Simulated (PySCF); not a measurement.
Continuum solvent and chemical shifts

Numbering as in the mapped SMILES `[F:1][C@@H:2]1[CH2:3][C@@H:4]2[CH2:5][CH2:6][CH2:7][CH2:8][C@H:9]12`. Hydrogens are named by the atom that carries them. Ha(C5), Ha(C6), Ha(C7), Ha(C8) are cis to C2 on the ring; Ha(C3) is cis to F1 on the ring; Hb(C5), Hb(C6), Hb(C7), Hb(C8) are trans to C2 on the ring; Hb(C3) is trans to F1 on the ring.

GIAO PBE0/pcSseg-1 in PySCF 2.14 on one PBE0-D3(BJ)/def2-SVP conformer, non-relativistic, equivalent nuclei averaged. Solvents enter as an IEF-PCM continuum (dichloromethane with ε = 8.9, acetonitrile with ε = 35.7) around the gas-phase geometry. Shifts are referred to CFCl3, TMS computed in the same medium.

In dichloromethane, δ in ppm: F1 -204.0, C2 85.5, C9 40.7, C3 33.3, C5 27.4, C7 25.1, C6 23.7, C4 22.9, C8 22.3, H(C2) 4.76, H(C9) 2.29, Ha(C3) 2.16, Hb(C3) 2.03, Ha(C8) 1.55. Dipole moment 2.20 D.

Task: How does each δ change in the more polar medium?

Result: 
| atoms | environment | Δδ, acetonitrile |
| --- | --- | --- |
| F1 | fluorine on an sp3 carbon | -0.6 |
| C2 | sp3 CH bonded to F | +0.2 |
| C9 | sp3 CH in a ring | +0.1 |
| C3 | sp3 CH2 in a ring | +0.1 |
| C5 | sp3 CH2 in a ring | +0.1 |
| C7 | sp3 CH2 in a ring | +0.1 |
| C6 | sp3 CH2 in a ring | +0.1 |
| C4 | sp3 CH in a ring | +0.1 |
| C8 | sp3 CH2 in a ring | +0.1 |
| H(C2) | hydrogen on an sp3 CH bonded to F | +0.03 |
| H(C9) | hydrogen on an sp3 CH in a ring | +0.01 |
| Ha(C3) | hydrogen on an sp3 CH2 in a ring | +0.01 |
| Hb(C3) | hydrogen on an sp3 CH2 in a ring | +0.01 |
| Ha(C8) | hydrogen on an sp3 CH2 in a ring | -0.01 |

Changes are relative to dichloromethane. The dipole moment becomes 2.27 D in acetonitrile.

Task: Which nuclei move most (in ppm), and what does the model miss?

Result: F1 (fluorine on an sp3 carbon, -0.6 ppm) in acetonitrile. A continuum only polarises the solute; specific hydrogen bonds, the anisotropy of aromatic solvents and changes of geometry or conformer are outside it.
